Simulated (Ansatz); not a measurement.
Reaction (formal exchange of groups at a Ge–C bond): `N=[C](S)[GeH3]` + `B[CH2][AlH2]` → `B[CH2][AlH][GeH3]` + `N=CS`

Gas-phase electronic energies from Ansatz, PBE0-D4/def2-TZVP geometries. CCSD(T)/CBS is the MP2 limit (def2-TZVPP, def2-QZVPP) plus CCSD(T) − MP2 in def2-TZVPP, frozen cores. This one scheme is used for every species. For Ge outer-core shells are correlated without core-valence functions, which leaves a few kJ/mol of doubt a bond. Scalar relativity is left out up to krypton. Each species was taken in one conformer, which may not be the lowest.

| level | ΔE (kJ/mol) |
| --- | --- |
| MP2/def2-QZVPP | -41.6 |
| SCS-MP2/def2-QZVPP | -40.5 |

What does CCSD(T)/CBS give? (An estimate is asked.)

Ansatz gave: -47.3 kJ/mol. The listed levels differ from it by 5.7, 6.8 kJ/mol.

Largest T1 diagnostic among the species: 0.014.

The D4 term adds +3.7 kJ/mol with B3LYP and +1.6 kJ/mol with PBE0; it sums over pairs of atoms, weighted by their polarisabilities, and B3LYP, whose exchange is more repulsive, gets the larger term.

B3LYP here is the variant with VWN-RPA as its local correlation; programs differ in this.
